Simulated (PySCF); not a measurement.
AlBH₄ (calculated)

Computed with PySCF 2.14.0. Calculation on a computer-drawn molecule: vertical ionisation energy to the stated ion spin, frozen-core CCSD(T) at the basis limit and cheaper methods, single-reference cases, UHF for radicals, no spin-orbit; all values are single points at the evaluated structure, the first of each entry, which is the reference or a displaced copy of it and isn't optimised; the reference structure only sets the zero of the energies above reference; triples share is (T) over the correlation energy.

Common to all runs: charge 0; multiplicity 1; ion multiplicity 2; diffuse functions no; basis cc-pV(n+d)Z; reference is the Hartree-Fock double-zeta minimum; best is HF at quadruple zeta + MP2 correlation extrapolated from triple and quadruple zeta + CCSD(T) minus MP2 at triple zeta; basis step is the size of the change from the same recipe one zeta lower.

(1) 
```xyz
6
formula=AlBH4 ionisation_energy_best=9.985 ionisation_energy_basis_step=0.02494 energy_above_reference_best=0 energy_above_reference_basis_step=0 ionisation_energy_Koopmans_at_triple_zeta=10.22 ionisation_energy_EOM_CCSD_at_triple_zeta=9.968 total_energy_HF_triple_zeta=-268.8873 total_energy_CCSD(T)_triple_zeta=-269.1137 total_energy_best=-269.1388 T1_diagnostic_at_triple_zeta=0.01015 D1_diagnostic_at_triple_zeta=0.01933 ion_T1_diagnostic_at_triple_zeta=0.02096 ion_D1_diagnostic_at_triple_zeta=0.06732 ion_spin_squared_at_triple_zeta=0.7654 triples_share_at_triple_zeta=0.02408 basis_functions_triple_zeta=125 dipole_magnitude_HF_at_triple_zeta=0.427 dipole_magnitude_CCSD_unrelaxed_at_triple_zeta=0.3491 dipole_magnitude_PBE_at_triple_zeta=0.3007 dipole_magnitude_r2SCAN_at_triple_zeta=0.3365 dipole_magnitude_B3LYP_at_triple_zeta=0.3504 dipole_magnitude_wB97X_at_triple_zeta=0.4195
B      0.1652     1.6823     1.6614
Al     0.1286     2.4493    -0.3451
H     -0.7665     1.0948     2.1502
H      1.1190     1.8054     2.3875
H      0.6164     1.5641    -1.5695
H     -0.3870     3.9194    -0.6508
```

Units: ionisation_energy_best, ionisation_energy_basis_step, ionisation_energy_Koopmans_at_triple_zeta, ionisation_energy_EOM_CCSD_at_triple_zeta in eV; energy_above_reference_best, energy_above_reference_basis_step in kcal/mol; total_energy_HF_triple_zeta, total_energy_CCSD(T)_triple_zeta, total_energy_best in hartree; dipole_magnitude_HF_at_triple_zeta, dipole_magnitude_CCSD_unrelaxed_at_triple_zeta, dipole_magnitude_PBE_at_triple_zeta, dipole_magnitude_r2SCAN_at_triple_zeta, dipole_magnitude_B3LYP_at_triple_zeta, dipole_magnitude_wB97X_at_triple_zeta in debye.

Reference structure:
```xyz
6
AlBH4
B      0.1652     1.6823     1.6614
Al     0.1286     2.4493    -0.3451
H     -0.7665     1.0948     2.1502
H      1.1190     1.8054     2.3875
H      0.6164     1.5641    -1.5695
H     -0.3870     3.9194    -0.6508
```

Drawn bonds:
```csv
atom,other atom,order
1,2,1
1,3,1
1,4,1
2,5,1
2,6,1
```

Triple zeta:
```csv
method,ionisation energy (eV),energy above reference (kcal/mol)
HF,9.016,0
PBE,9.573,0
r2SCAN,9.632,0
B3LYP,9.769,0
wB97X,9.849,0
MP2,9.861,0
CCSD,9.865,0
CCSD(T),9.893,0
```

(2) 
```xyz
6
formula=AlBH4 ionisation_energy_best=9.419 ionisation_energy_basis_step=0.02613 energy_above_reference_best=11.95 energy_above_reference_basis_step=0.1592 ionisation_energy_Koopmans_at_triple_zeta=9.537 ionisation_energy_EOM_CCSD_at_triple_zeta=9.392 total_energy_HF_triple_zeta=-268.8685 total_energy_CCSD(T)_triple_zeta=-269.0949 total_energy_best=-269.1197 T1_diagnostic_at_triple_zeta=0.009768 D1_diagnostic_at_triple_zeta=0.01761 ion_T1_diagnostic_at_triple_zeta=0.01794 ion_D1_diagnostic_at_triple_zeta=0.05748 ion_spin_squared_at_triple_zeta=0.7614 triples_share_at_triple_zeta=0.02438 basis_functions_triple_zeta=125 dipole_magnitude_HF_at_triple_zeta=0.4392 dipole_magnitude_CCSD_unrelaxed_at_triple_zeta=0.3834 dipole_magnitude_PBE_at_triple_zeta=0.3349 dipole_magnitude_r2SCAN_at_triple_zeta=0.3602 dipole_magnitude_B3LYP_at_triple_zeta=0.3738 dipole_magnitude_wB97X_at_triple_zeta=0.3877
B      0.1090     1.6435     1.7294
Al     0.0934     2.5144    -0.3867
H     -0.7127     1.0326     2.1407
H      1.2275     1.8625     2.4060
H      0.6341     1.5415    -1.5899
H     -0.3756     3.9074    -0.5781
```

Units: ionisation_energy_best, ionisation_energy_basis_step, ionisation_energy_Koopmans_at_triple_zeta, ionisation_energy_EOM_CCSD_at_triple_zeta in eV; energy_above_reference_best, energy_above_reference_basis_step in kcal/mol; total_energy_HF_triple_zeta, total_energy_CCSD(T)_triple_zeta, total_energy_best in hartree; dipole_magnitude_HF_at_triple_zeta, dipole_magnitude_CCSD_unrelaxed_at_triple_zeta, dipole_magnitude_PBE_at_triple_zeta, dipole_magnitude_r2SCAN_at_triple_zeta, dipole_magnitude_B3LYP_at_triple_zeta, dipole_magnitude_wB97X_at_triple_zeta in debye.

Reference structure:
```xyz
6
AlBH4
B      0.1652     1.6823     1.6614
Al     0.1286     2.4493    -0.3451
H     -0.7665     1.0948     2.1502
H      1.1190     1.8054     2.3875
H      0.6164     1.5641    -1.5695
H     -0.3870     3.9194    -0.6508
```

Drawn bonds:
```csv
atom,other atom,order
1,2,1
1,3,1
1,4,1
2,5,1
2,6,1
```

Triple zeta:
```csv
method,ionisation energy (eV),energy above reference (kcal/mol)
HF,8.372,11.75
PBE,9.099,11.93
r2SCAN,9.113,12.19
B3LYP,9.251,11.87
wB97X,9.282,12.12
MP2,9.259,11.92
CCSD,9.284,11.84
CCSD(T),9.325,11.8
```

(3) 
```xyz
6
formula=AlBH4 ionisation_energy_best=9.844 ionisation_energy_basis_step=0.02448 energy_above_reference_best=6.121 energy_above_reference_basis_step=0.02745 ionisation_energy_Koopmans_at_triple_zeta=10.05 ionisation_energy_EOM_CCSD_at_triple_zeta=9.819 total_energy_HF_triple_zeta=-268.8768 total_energy_CCSD(T)_triple_zeta=-269.1037 total_energy_best=-269.1290 T1_diagnostic_at_triple_zeta=0.01011 D1_diagnostic_at_triple_zeta=0.01866 ion_T1_diagnostic_at_triple_zeta=0.02022 ion_D1_diagnostic_at_triple_zeta=0.06587 ion_spin_squared_at_triple_zeta=0.764 triples_share_at_triple_zeta=0.02406 basis_functions_triple_zeta=125 dipole_magnitude_HF_at_triple_zeta=0.1761 dipole_magnitude_CCSD_unrelaxed_at_triple_zeta=0.1294 dipole_magnitude_PBE_at_triple_zeta=0.1045 dipole_magnitude_r2SCAN_at_triple_zeta=0.1272 dipole_magnitude_B3LYP_at_triple_zeta=0.1297 dipole_magnitude_wB97X_at_triple_zeta=0.1774
B      0.1399     1.8373     1.6790
Al     0.1553     2.4694    -0.3773
H     -0.7359     1.0756     2.0963
H      1.0444     1.7666     2.3213
H      0.7928     1.5097    -1.4990
H     -0.3633     3.9212    -0.6294
```

Units: ionisation_energy_best, ionisation_energy_basis_step, ionisation_energy_Koopmans_at_triple_zeta, ionisation_energy_EOM_CCSD_at_triple_zeta in eV; energy_above_reference_best, energy_above_reference_basis_step in kcal/mol; total_energy_HF_triple_zeta, total_energy_CCSD(T)_triple_zeta, total_energy_best in hartree; dipole_magnitude_HF_at_triple_zeta, dipole_magnitude_CCSD_unrelaxed_at_triple_zeta, dipole_magnitude_PBE_at_triple_zeta, dipole_magnitude_r2SCAN_at_triple_zeta, dipole_magnitude_B3LYP_at_triple_zeta, dipole_magnitude_wB97X_at_triple_zeta in debye.

Reference structure:
```xyz
6
AlBH4
B      0.1652     1.6823     1.6614
Al     0.1286     2.4493    -0.3451
H     -0.7665     1.0948     2.1502
H      1.1190     1.8054     2.3875
H      0.6164     1.5641    -1.5695
H     -0.3870     3.9194    -0.6508
```

Drawn bonds:
```csv
atom,other atom,order
1,2,1
1,3,1
1,4,1
2,5,1
2,6,1
```

Triple zeta:
```csv
method,ionisation energy (eV),energy above reference (kcal/mol)
HF,8.844,6.573
PBE,9.45,6.305
r2SCAN,9.494,6.163
B3LYP,9.635,6.062
wB97X,9.702,6.225
MP2,9.708,6.167
CCSD,9.719,6.254
CCSD(T),9.75,6.25
```

(4) 
```xyz
6
formula=AlBH4 ionisation_energy_best=9.832 ionisation_energy_basis_step=0.02399 energy_above_reference_best=15.53 energy_above_reference_basis_step=0.03923 ionisation_energy_Koopmans_at_triple_zeta=10.02 ionisation_energy_EOM_CCSD_at_triple_zeta=9.804 total_energy_HF_triple_zeta=-268.8617 total_energy_CCSD(T)_triple_zeta=-269.0885 total_energy_best=-269.1140 T1_diagnostic_at_triple_zeta=0.01004 D1_diagnostic_at_triple_zeta=0.01862 ion_T1_diagnostic_at_triple_zeta=0.02027 ion_D1_diagnostic_at_triple_zeta=0.06645 ion_spin_squared_at_triple_zeta=0.764 triples_share_at_triple_zeta=0.02374 basis_functions_triple_zeta=125 dipole_magnitude_HF_at_triple_zeta=0.2312 dipole_magnitude_CCSD_unrelaxed_at_triple_zeta=0.1594 dipole_magnitude_PBE_at_triple_zeta=0.1371 dipole_magnitude_r2SCAN_at_triple_zeta=0.1651 dipole_magnitude_B3LYP_at_triple_zeta=0.1695 dipole_magnitude_wB97X_at_triple_zeta=0.2289
B      0.1399     1.8373     1.6790
Al     0.1553     2.4694    -0.3773
H     -0.7359     1.0756     2.0963
H      0.9687     1.7725     2.2676
H      0.7928     1.5097    -1.4990
H     -0.3633     3.9212    -0.6294
```

Units: ionisation_energy_best, ionisation_energy_basis_step, ionisation_energy_Koopmans_at_triple_zeta, ionisation_energy_EOM_CCSD_at_triple_zeta in eV; energy_above_reference_best, energy_above_reference_basis_step in kcal/mol; total_energy_HF_triple_zeta, total_energy_CCSD(T)_triple_zeta, total_energy_best in hartree; dipole_magnitude_HF_at_triple_zeta, dipole_magnitude_CCSD_unrelaxed_at_triple_zeta, dipole_magnitude_PBE_at_triple_zeta, dipole_magnitude_r2SCAN_at_triple_zeta, dipole_magnitude_B3LYP_at_triple_zeta, dipole_magnitude_wB97X_at_triple_zeta in debye.

Reference structure:
```xyz
6
AlBH4
B      0.1652     1.6823     1.6614
Al     0.1286     2.4493    -0.3451
H     -0.7665     1.0948     2.1502
H      1.1190     1.8054     2.3875
H      0.6164     1.5641    -1.5695
H     -0.3870     3.9194    -0.6508
```

Drawn bonds:
```csv
atom,other atom,order
1,2,1
1,3,1
1,4,1
2,5,1
2,6,1
```

Triple zeta:
```csv
method,ionisation energy (eV),energy above reference (kcal/mol)
HF,8.821,16.07
PBE,9.442,16.09
r2SCAN,9.482,15.63
B3LYP,9.625,15.25
wB97X,9.69,15.76
MP2,9.693,15.58
CCSD,9.705,15.76
CCSD(T),9.736,15.8
```
